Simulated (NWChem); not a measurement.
PbClF, singlet; SMILES [F][Pb][Cl]

Program: NWChem. Low-valent species are run as closed-shell singlets; no triplet was tried in these runs. Structure relaxed at the PBE0/def2-SVP level. def2 effective core potentials on Pb; no spin-orbit coupling.

**Question.** What does the run give for HCTH/407/def2-SVP? Quantities: highest occupied level (eV); orbital gap (eV); dipole (D).

**Answer.** 
```json
{
  "highest occupied level (eV)": "-6.99",
  "orbital gap (eV)": "3.41",
  "dipole (D)": "4.39"
}
```
